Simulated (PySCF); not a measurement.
Worked example: chemical shift, span and skew from a shielding tensor

C₂H₇O, SMILES CC[OH2+], charge +1. Atoms are numbered in the order given.

```xyz
10

C     -0.3040     1.2622     0.0000
C      0.6220     0.0894     0.0000
O     -0.1737    -1.2565     0.0000
H      0.3199     2.1606     0.0000
H     -0.9269     1.3002    -0.8944
H     -0.9269     1.3002     0.8944
H      1.2303    -0.0242     0.8926
H      1.2303    -0.0242    -0.8926
H     -0.7224    -1.3850    -0.7968
H     -0.7224    -1.3850     0.7968
```
Charge +1, spin multiplicity 1.

Geometry optimised at B3LYP-D3(BJ)/def2-TZVP. The isomer is the one that the SMILES or the coordinates give; other isomers of the formula were not compared.

GIAO shieldings from B3LYP/pcSseg-1 (PySCF), non-relativistic, no solvent. The symmetric part of the tensor of C1 has the principal values 141.2, 167.9, 177.1 ppm. The same nucleus in TMS has σ = 181.3 ppm at this level (PySCF, at its B3LYP-D3(BJ)/def2-TZVP geometry).

Task: Work out the isotropic shielding, the ¹³C shift against TMS, the span and the skew.

Result: 
σ(iso) = (σ11 + σ22 + σ33)/3 = 162.1 ppm. δ = σ(ref) − σ(iso) = 181.3 − (162.1) = 19.2 ppm.
Span Ω = σ33 − σ11 = 35.9 ppm. Skew κ = 3(σ(iso) − σ22)/Ω = -0.49. Tumbling in solution averages the tensor to δ; in a static solid the shielding alone would spread this spin-1/2 line over Ω.
